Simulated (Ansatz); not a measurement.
`[CH3][SnH2][SiH2]S` + `N=CO` → `[CH3][SnH2][O]C=N` + `[SiH3]S`  (cleavage of the Sn–Si bond)

Computed with Ansatz on PBE0-D4/def2-TZVP structures; ΔE is electronic, products minus reactants. CBS: MP2 limit from def2 TZ/QZ plus the TZ coupled-cluster correction, frozen cores. This one scheme is used for every species. Elements past krypton have def2 core potentials. For Sn outer-core shells are correlated without core-valence functions, which leaves a few kJ/mol of doubt a bond. One conformer a species, not always the lowest.

`[CH3][SnH2][SiH2]S`:

Cartesian coordinates in Å:
```
C -1.158 -1.499 -0.852
Sn 0.520 -0.174 -0.992
Si 1.025 0.806 1.324
S -0.697 1.863 2.059
H -0.891 -2.372 -0.257
H -1.461 -1.823 -1.848
H -1.988 -0.981 -0.373
H 0.134 1.117 -2.052
H 1.871 -1.003 -1.642
H 1.232 -0.267 2.331
H 2.232 1.679 1.322
H -0.820 2.654 0.980
```

`N=CO`:

Cartesian coordinates in Å:
```
N -0.661 -0.310 -0.736
C 0.113 0.283 0.059
O 0.750 -0.359 1.042
H -1.056 0.332 -1.415
H 0.368 1.345 0.068
H 0.486 -1.289 0.982
```

`[CH3][SnH2][O]C=N`:

Cartesian coordinates in Å:
```
C 0.273 -0.643 -1.724
Sn -1.040 -0.650 -0.052
O 0.123 -0.379 1.566
C 0.778 0.755 1.782
N 0.746 1.860 1.168
H 0.980 -1.466 -1.630
H 0.821 0.299 -1.751
H -0.293 -0.757 -2.649
H -1.720 -2.162 0.323
H -2.194 0.608 -0.068
H 1.442 0.667 2.647
H 0.085 1.868 0.389
```

`[SiH3]S`:

```xyz
6

Si   -0.009   -0.468    0.243
S     0.860    1.227   -0.726
H    -0.723   -0.082    1.486
H     1.139   -1.347    0.571
H    -0.956   -1.183   -0.650
H    -0.312    1.854   -0.924
```

| species | CCSD(T)/def2-TZVPP energy (Eh) |
| --- | --- |
| `[CH3][SnH2][SiH2]S` | -943.30533 |
| `N=CO` | -169.63129 |
| `[CH3][SnH2][O]C=N` | -423.72958 |
| `[SiH3]S` | -689.20524 |

Problem. Work out ΔE.

Solution. ΔE = (-423.72958) + (-689.20524) − (-943.30533) − (-169.63129) = 0.00180 Eh = +0.05 eV. CCSD(T)/CBS gives +0.06 eV.

Largest T1 diagnostic among the species: 0.014.

In def2-TZVPP, CCSD(T) changes the Hartree–Fock value by +0.08 eV (the triples alone add −0.01 eV) and MP2 by +0.08 eV.
